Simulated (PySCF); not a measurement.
NICS in isomers of C4H6OSSi.

Probes without a nucleus sit at each ring's centroid and 1 Å off its mean plane on both sides; NICS is minus the shielding there, NICSzz its component along the normal. Level: GIAO PBE0/pcSseg-1 (PySCF, non-relativistic, gas phase) on the GFN2-xTB geometries, one conformer each. Atom numbers follow the mapped SMILES.

Question: Order these rings by mean NICS(1)zz, lowest (most negative) first (ppm).
A. ring C2–C3–S4–C5–C6 in `[O:1]=[C:2]1[CH2:3][S:4][CH:5]=[C:6]1[SiH3:7]`
B. ring C3–C4–C5–S6–C7 in `[SiH3:1][O:2][c:3]1[cH:4][cH:5][s:6][cH:7]1`
C. ring Si2–C3–C4–C5–O7 in `[CH3:1][Si@H:2]1[CH:3]=[CH:4][C:5](=[S:6])[O:7]1`
D. ring C3–C4–C5–O6–C7 in `[SH:1][SiH2:2][c:3]1[cH:4][cH:5][o:6][cH:7]1`

Answer: D (-27.4), B (-24.9), A (-5.0), C (-3.9).

```
            SMILES                                                            ring  NICS(0)  NICS(1)  NICS(1)zz  HOMA  rms pucker (Å)  ring atoms with four or more neighbours
    S[SiH2]c1ccoc1               5-membered ring with O; formal bonds all aromatic    -11.8    -10.7      -27.4  0.47            0.00                                        0
    [SiH3]Oc1ccsc1               5-membered ring with S; formal bonds all aromatic    -13.6    -10.8      -24.9  0.78            0.00                                        0
  O=C1CSC=C1[SiH3]         5-membered ring with S; formal bonds 1 double, 4 single     -1.6     -3.7       -5.0     –            0.00                                        1
C[Si@H]1C=CC(=S)O1  5-membered ring with O and Si; formal bonds 1 double, 4 single     -0.8     -3.3       -3.9     –            0.01                                        1
```

NICS(0) gives another order. The isotropic NICS(1) gives another order. HOMA uses Krygowski's 1993 parameters; it is left out where a ring has a four-coordinate atom, a triple bond, no multiple bond or a kind of bond without parameters. NICS(1) and NICS(1)zz are means over the two faces.
